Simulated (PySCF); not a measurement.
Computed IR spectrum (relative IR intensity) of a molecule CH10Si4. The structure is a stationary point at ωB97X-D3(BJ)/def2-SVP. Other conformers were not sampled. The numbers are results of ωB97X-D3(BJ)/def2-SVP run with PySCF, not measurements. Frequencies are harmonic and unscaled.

Lines under 2 % of the strongest are left out, and lines within 2 cm⁻¹ are merged.

| ν (cm⁻¹) | relative intensity |
|---|---|
| 349 | 2.4 |
| 385 | 2.2 |
| 421 | 4.4 |
| 467 | 4.0 |
| 515 | 4.0 |
| 529 | 3.2 |
| 615 | 5.4 |
| 632 | 13 |
| 657 | 2.5 |
| 693 | 19 |
| 713 | 29 |
| 736 | 6.8 |
| 773 | 33 |
| 845 | 67 |
| 896 | 94 |
| 927 | 29 |
| 950 | 44 |
| 956 | 17 |
| 1023 | 21 |
| 1387 | 4.0 |
| 2229 | 11 |
| 2231 | 22 |
| 2237 | 68 |
| 2240 | 12 |
| 2244 | 100 |
| 2248 | 28 |
| 2260 | 47 |

Question: Which structure fits?
(A) [SiH3]C1[SiH2][SiH2][SiH2]1
(B) [SiH3][Si@@H]1C[SiH2][SiH2]1
(C) C[SiH]1[SiH2][SiH2][SiH2]1
(D) [SiH3][SiH]1[SiH2]C[SiH2]1

Answer: B, [SiH3][Si@@H]1C[SiH2][SiH2]1
